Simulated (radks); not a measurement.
All-electron atom: Au2+ in [Xe] 4f14 5d9.

Calculated with a radial shooting solver on a logarithmic mesh with Libxc functionals: scalar-relativistic Kohn-Sham, r2SCAN, spin-polarised, spherical densities, finite nucleus; open shells are filled with parallel spins first (spin-orbit coupling, left out, can overturn this in heavy ions); meta-GGA in the generalised Kohn-Sham scheme; Fermi nuclear charge, rms radius 5.4371 fm.

Energy parts (eV):
total: -517252.38
kinetic: 578458.01
electron-nucleus: -1285203.97
Hartree: 199350.61
exchange-correlation: -9857.02

Orbitals (lengths in bohr, moments of r in powers of bohr; <r^-3> diverges for s and p1/2; r(max) is where P^2 peaks; r(90%) holds 90 % of the orbital's charge):
orbital  occ.  eigenvalue (eV)      <r^2>   r(max)  <r^-3>  r(90%)
1s up       1        -80865.19  0.0003934  0.01042       -  0.0308
1s down     1        -80865.19  0.0003934  0.01042       -  0.0308
2s up       1        -14314.35   0.005995  0.06015       -   0.111
2s down     1        -14314.23   0.005995  0.06015       -   0.111
2p up       3        -12377.32   0.005048  0.04981   25490   0.105
2p down     3        -12377.23   0.005048  0.04981   25490   0.105
3s up       1        -3406.148    0.03860   0.1695       -   0.269
3s down     1        -3406.132    0.03859   0.1695       -   0.269
3p up       3        -2841.789    0.03970   0.1689    5846   0.277
3p down     3        -2841.764    0.03970   0.1689    5846   0.277
3d up       5        -2237.175    0.03294   0.1378   723.6   0.260
3d down     5        -2237.105    0.03294   0.1378   723.6   0.260
4s up       1        -762.7855     0.1868   0.3827       -   0.583
4s down     1        -762.6927     0.1869   0.3827       -   0.583
4p up       3        -576.9188     0.2132   0.4026    1402   0.628
4p down     3        -576.8394     0.2132   0.4026    1401   0.628
4d up       5        -352.4567     0.2426   0.4103   152.1   0.683
4d down     5        -352.3619     0.2426   0.4104   152.1   0.683
4f up       7        -103.7697     0.3017   0.3766   29.32   0.801
4f down     7        -103.6326     0.3010   0.3766   29.34   0.800
5s up       1        -132.4719     0.9714   0.8496       -    1.33
5s down     1        -131.8428     0.9685   0.8486       -    1.33
5p up       3         -83.3193      1.298   0.9533   233.7    1.56
5p down     3         -82.5382      1.294   0.9519   235.1    1.55
5d up       5         -27.9412      2.571    1.198   14.68    2.27
5d down     4         -27.0808      2.598    1.196   14.66    2.29

The highest occupied level is 5d down at -27.081 eV. Summed over all electrons, <r^2> = 41.94 bohr^2, which gives a Langevin (diamagnetic) susceptibility term of -33.2 x 10^-6 cm^3/mol. For comparison, the ionisation energy in NIST's Atomic Spectra Database is 30 eV (theoretical). In exact Kohn-Sham theory the highest level is minus the ionisation energy, but local and semilocal functionals leave it too shallow, through self-interaction and a potential that decays too fast; potentials with the right tail come closer. The spin density at the nucleus is -6.676 e/bohr^3 (1s -0.019, 2s -1.187, 3s 0.294, 4s 1.921, 5s -7.685). The electron density at the nucleus is 2.301e+06 e/bohr^3 (large components only). The density falls to 0.001 e/bohr^3 at r = 3.48 bohr. Spin moment in Bohr magnetons: 1.
